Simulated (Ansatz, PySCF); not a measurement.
The pair A = HCl (SMILES Cl) (first 2 atoms), B = CH3F (SMILES CF); geometry from B3LYP-D3(BJ)/def2-TZVP.
(charge 0, multiplicity 1):
```xyz
7

Cl     0.16521     0.05212    -0.13614
H      0.21538     0.50856     1.07035
C     -0.48866    -0.55002     3.52719
F      0.05074     0.63016     2.99506
H      0.22774    -0.95936     4.23790
H     -1.42565    -0.30090     4.02310
H     -0.66049    -1.24801     2.70866
```

Frozen-core correlation. CBS(a, b) extrapolates the correlation energy as X⁻³ and adds the Hartree–Fock energy of set b.

Programs: Ansatz (Gaussian basis) for Hartree–Fock, density functionals and correlated methods; PySCF for the dispersion terms. 

The monomers are drawn apart, rigid, along the line of their centres of mass. Counterpoise-corrected interaction energies (kcal/mol):

```json
[
 {"level": "PBE/def2-TZVPPD", "R = 4.139 Å": "-1.9113", "R = 4.913 Å": "-0.8743"},
 {"level": "PBE-D3(BJ)/def2-TZVPPD", "R = 4.139 Å": "-2.2858", "R = 4.913 Å": "-1.0351"},
 {"level": "wB97M-V/def2-TZVPPD", "R = 4.139 Å": "-2.1266", "R = 4.913 Å": "-0.9963"},
 {"level": "CCSD(T)/CBS(aug-cc-pV(D+d)Z, aug-cc-pV(T+d)Z)", "R = 4.139 Å": "-2.2262", "R = 4.913 Å": "-1.0224"}
]
```

**Question.** R is the distance of the centres of mass. Find the local exponent m of E ∝ R⁻ᵐ between the two points.

**Answer.** 
m = ln(E₁/E₂)/ln(R₂/R₁): PBE/def2-TZVPPD 4.6; PBE-D3(BJ)/def2-TZVPPD 4.6; wB97M-V/def2-TZVPPD 4.4; CCSD(T)/CBS(aug-cc-pV(D+d)Z, aug-cc-pV(T+d)Z) 4.5. For scale, two fixed dipoles give m = 3, dipole and quadrupole 4, quadrupoles 5, and dispersion or dipole-induced dipole 6 at long range; at these distances several terms mix, and what is left of overlap and damping shifts m, so it need not match one of them.

Ansatz is an electronic-structure program.
